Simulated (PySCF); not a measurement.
Compound: C₆H₁₀OP₂.
SMILES with atom numbers: `[PH2:1][CH2:2][CH2:3][PH:4][c:5]1[cH:6][cH:7][o:8][cH:9]1` (hydrogens: H10, H11 on P1; H12, H13 on C2; H14, H15 on C3; H16 on P4; H17 on C6; H18 on C7; H19 on C9)

The same species was optimised twice, with GFN2-xTB and with PBE0-D3(BJ)/def2-SVP (PySCF), and the same property calculations (PySCF, gas phase) were run on both structures.

```json
{"coordinate": "C5–C6 (Å)", "GFN2-xTB": "1.425", "PBE0-D3(BJ)/def2-SVP": "1.438", "change": "+0.013"}
{"coordinate": "P4–C5 (Å)", "GFN2-xTB": "1.811", "PBE0-D3(BJ)/def2-SVP": "1.820", "change": "+0.009"}
{"coordinate": "P1–C2 (Å)", "GFN2-xTB": "1.860", "PBE0-D3(BJ)/def2-SVP": "1.867", "change": "+0.007"}
{"coordinate": "O8–C9 (Å)", "GFN2-xTB": "1.341", "PBE0-D3(BJ)/def2-SVP": "1.346", "change": "+0.005"}
{"coordinate": "C7–O8 (Å)", "GFN2-xTB": "1.344", "PBE0-D3(BJ)/def2-SVP": "1.349", "change": "+0.005"}
{"coordinate": "C6–C7 (Å)", "GFN2-xTB": "1.357", "PBE0-D3(BJ)/def2-SVP": "1.361", "change": "+0.004"}
{"coordinate": "C3–P4 (Å)", "GFN2-xTB": "1.868", "PBE0-D3(BJ)/def2-SVP": "1.872", "change": "+0.004"}
{"coordinate": "C5–C9 (Å)", "GFN2-xTB": "1.366", "PBE0-D3(BJ)/def2-SVP": "1.368", "change": "+0.002"}
{"coordinate": "C2–C3 (Å)", "GFN2-xTB": "1.523", "PBE0-D3(BJ)/def2-SVP": "1.524", "change": "+0.001"}
{"coordinate": "P1–C2–C3 (°)", "GFN2-xTB": "115.6", "PBE0-D3(BJ)/def2-SVP": "118.4", "change": "+2.8"}
{"coordinate": "C3–P4–C5 (°)", "GFN2-xTB": "97.2", "PBE0-D3(BJ)/def2-SVP": "99.7", "change": "+2.5"}
{"coordinate": "P4–C5–C9 (°)", "GFN2-xTB": "128.3", "PBE0-D3(BJ)/def2-SVP": "129.0", "change": "+0.7"}
{"coordinate": "C2–C3–P4 (°)", "GFN2-xTB": "112.9", "PBE0-D3(BJ)/def2-SVP": "113.6", "change": "+0.7"}
{"coordinate": "P4–C5–C6 (°)", "GFN2-xTB": "126.4", "PBE0-D3(BJ)/def2-SVP": "126.0", "change": "-0.4"}
{"coordinate": "C6–C7–O8 (°)", "GFN2-xTB": "110.8", "PBE0-D3(BJ)/def2-SVP": "110.4", "change": "-0.4"}
{"coordinate": "C7–O8–C9 (°)", "GFN2-xTB": "107.1", "PBE0-D3(BJ)/def2-SVP": "107.5", "change": "+0.4"}
{"coordinate": "C6–C5–C9 (°)", "GFN2-xTB": "105.3", "PBE0-D3(BJ)/def2-SVP": "105.0", "change": "-0.3"}
{"coordinate": "P1–C2–C3–P4 (°)", "GFN2-xTB": "59", "PBE0-D3(BJ)/def2-SVP": "65", "change": "+6"}
{"coordinate": "C2–C3–P4–C5 (°)", "GFN2-xTB": "164", "PBE0-D3(BJ)/def2-SVP": "170", "change": "+6"}
{"coordinate": "C3–P4–C5–C6 (°)", "GFN2-xTB": "77", "PBE0-D3(BJ)/def2-SVP": "91", "change": "+14"}
```

Rotational constants: A = 4029, B = 453.3, C = 447.3 MHz (GFN2-xTB) against A = 3876, B = 440.6, C = 429.4 MHz (PBE0-D3(BJ)/def2-SVP). Point groups within 0.08 Å: C1 and C1.

On the GFN2-xTB structure: HOMO (eV) -6.48 [PBE0/pcSseg-1]; LUMO (eV) 0.05 [PBE0/pcSseg-1]; dipole (D) 1.76 [PBE0/pcSseg-1]; GIAO shielding of P1 (ppm) 479.4 [PBE0/pcSseg-1]; GIAO shielding of C2 (ppm) 168.2 [PBE0/pcSseg-1]; GIAO shielding of C3 (ppm) 147.0 [PBE0/pcSseg-1]; GIAO shielding of P4 (ppm) 437.3 [PBE0/pcSseg-1]; GIAO shielding of C5 (ppm) 61.6 [PBE0/pcSseg-1]; GIAO shielding of C6 (ppm) 66.6 [PBE0/pcSseg-1]; GIAO shielding of C7 (ppm) 37.8 [PBE0/pcSseg-1]; GIAO shielding of O8 (ppm) 25.5 [PBE0/pcSseg-1].

Q: What do these properties become on the PBE0-D3(BJ)/def2-SVP structure?

A: 
```json
{"property": "HOMO (eV)", "level": "PBE0/pcSseg-1", "on GFN2-xTB": "-6.48", "on PBE0-D3(BJ)/def2-SVP": "-6.61", "change": "-0.13"}
{"property": "LUMO (eV)", "level": "PBE0/pcSseg-1", "on GFN2-xTB": "0.05", "on PBE0-D3(BJ)/def2-SVP": "-0.08", "change": "-0.13"}
{"property": "dipole (D)", "level": "PBE0/pcSseg-1", "on GFN2-xTB": "1.76", "on PBE0-D3(BJ)/def2-SVP": "1.83", "change": "+0.07"}
{"property": "energy, GFN2-xTB geometry as zero (kcal/mol)", "level": "PBE0/pcSseg-1", "on GFN2-xTB": "0.0", "on PBE0-D3(BJ)/def2-SVP": "-2.4", "change": "-2.4"}
{"property": "GIAO shielding of P1 (ppm)", "level": "PBE0/pcSseg-1", "on GFN2-xTB": "479.4", "on PBE0-D3(BJ)/def2-SVP": "471.1", "change": "-8.3"}
{"property": "GIAO shielding of C2 (ppm)", "level": "PBE0/pcSseg-1", "on GFN2-xTB": "168.2", "on PBE0-D3(BJ)/def2-SVP": "167.1", "change": "-1.1"}
{"property": "GIAO shielding of C3 (ppm)", "level": "PBE0/pcSseg-1", "on GFN2-xTB": "147.0", "on PBE0-D3(BJ)/def2-SVP": "147.0", "change": "0.0"}
{"property": "GIAO shielding of P4 (ppm)", "level": "PBE0/pcSseg-1", "on GFN2-xTB": "437.3", "on PBE0-D3(BJ)/def2-SVP": "429.5", "change": "-7.8"}
{"property": "GIAO shielding of C5 (ppm)", "level": "PBE0/pcSseg-1", "on GFN2-xTB": "61.6", "on PBE0-D3(BJ)/def2-SVP": "62.6", "change": "+1.0"}
{"property": "GIAO shielding of C6 (ppm)", "level": "PBE0/pcSseg-1", "on GFN2-xTB": "66.6", "on PBE0-D3(BJ)/def2-SVP": "63.7", "change": "-2.9"}
{"property": "GIAO shielding of C7 (ppm)", "level": "PBE0/pcSseg-1", "on GFN2-xTB": "37.8", "on PBE0-D3(BJ)/def2-SVP": "36.7", "change": "-1.1"}
{"property": "GIAO shielding of O8 (ppm)", "level": "PBE0/pcSseg-1", "on GFN2-xTB": "25.5", "on PBE0-D3(BJ)/def2-SVP": "16.8", "change": "-8.7"}
```

The heavy atoms differ by 0.154 Å rms after alignment. Among bonds between heavy atoms C5–C6 changes most (+0.013 Å). Changes are differences of the printed values. Neither structure is proved a minimum here.

Conformer computed: `[PH2:1][CH2:2][CH2:3][PH:4][c:5]1[cH:6][cH:7][o:8][cH:9]1`: P1–C2–C3–P4 65°, C2–C3–P4–C5 170°, C3–P4–C5–C6 91°, H–P1–C2–C3 45°, H–P1–C2–C3 -48°.
